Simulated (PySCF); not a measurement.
PySCF 2.14 output of an unrestricted PBE calculation on a single atom or ion in def2-TZVP (6s4p4d1f, 45 functions), with no relativity, point nucleus:

```
SCF conv_tol = 1e-09
number electrons alpha = 12  beta = 9
    J. P. Perdew, K. Burke, and M. Ernzerhof.,  Phys. Rev. Lett. 77, 3865 (1996)
    J. P. Perdew, K. Burke, and M. Ernzerhof.,  Phys. Rev. Lett. 78, 1396 (1997)
    J. P. Perdew, K. Burke, and M. Ernzerhof.,  Phys. Rev. Lett. 77, 3865 (1996)
    J. P. Perdew, K. Burke, and M. Ernzerhof.,  Phys. Rev. Lett. 78, 1396 (1997)
cycle= 1 E= -848.858814209188  delta_E= -0.00652  |g|= 0.00906  |ddm|= 0.228
cycle= 2 E= -848.858821840205  delta_E= -7.63e-06  |g|= 0.00647  |ddm|= 0.0277
cycle= 3 E= -848.858834685081  delta_E= -1.28e-05  |g|= 0.00109  |ddm|= 0.0062
cycle= 4 E= -848.85883506199  delta_E= -3.77e-07  |g|= 2.77e-05  |ddm|= 0.00115
cycle= 5 E= -848.858835062244  delta_E= -2.54e-10  |g|= 4.21e-07  |ddm|= 6.86e-05
converged SCF energy = -848.858835062244  <S^2> = 3.7502168  2S+1 = 4.0001084
```

The run itself started from symmetry-adapted Hartree-Fock orbitals and held the occupation by maximum overlap, on a logarithmic radial grid, so the iterations belong to that start.

Problem. Which element, charge and spin multiplicity is this?

Solution. Ti⁺ (titanium, charge +1), multiplicity 4; the state was [Ar] 3d2 4s1, high-spin 4F determinant.
